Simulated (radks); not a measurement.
Results of a calculation; reference values are marked as such.
The mean radii <r> (bohr) of the occupied orbitals of an atom or ion are listed with their occupations. Level of theory: Dirac Kohn-Sham, PBE, spin-unpolarised, spherical densities, finite nucleus; Fermi nuclear charge, rms radius of each element as measured or else 0.836 A^(1/3) + 0.57 fm (a radial shooting solver on a logarithmic mesh with Libxc functionals).

orbital  occ.      <r>
1s1/2       2  0.04408
2s1/2       2   0.1957
2p1/2       2   0.1685
2p3/2       4   0.1723
3s1/2       2   0.5738
3p1/2       2   0.5822
3p3/2       4   0.5927
3d3/2       4   0.6261
3d5/2       6   0.6304
4s1/2       2    1.693
4p1/2       2    1.970

Name the element and its charge. Open shells, if any, fill j = l - 1/2 first.

Answer. Z = 34, selenium, charge +2: Se2+ in [Ar] 3d10 4s2 4p2. The 1s radius gives Z: for a bare nucleus <r> = (2 gamma + 1)/(2Z) with gamma = sqrt(1 - (Z/c)^2), 0.0432 bohr for Z = 34, and screening makes it slightly larger (0.04408 here). The occupations add up to 32, and the charge is Z minus that.
